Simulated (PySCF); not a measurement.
## TlCd at BP86

Level: BP86. Tl def2-SVP with ECP60, Cd def2-SVP with ECP28; scalar-relativistic core potentials (PySCF 2.14).

For TlCd, the state is ²Π (doublet), unpaired electrons π ↑, the bond length is 3.076 Å and the harmonic wavenumber is 74.1 cm⁻¹. The force constant is 0.237 mdyn/Å and the rotational constant Be is 0.02433 cm⁻¹. The anharmonicity ωexe is 0.508 cm⁻¹, the vibration–rotation constant αe is 0.000173 cm⁻¹ and the well depth De to Tl + Cd is 0.28 eV. The dissociation energy D0 is 0.28 eV and the bond order (Mayer) is 0.72. The dipole moment (positive dipole means Tl(−)Cd(+)) is 0.12 D.

The bond is weak. Basis-set superposition, not corrected here, can be much of De in a small basis, most of all at correlated wavefunction levels. Functionals without a dispersion term scatter widely for such bonds, and LDA overbinds them. These are scalar-relativistic numbers at best; spin–orbit coupling would shift them, the dissociation energy most. The state was picked by a PBE0 search and need not be the measured ground state.
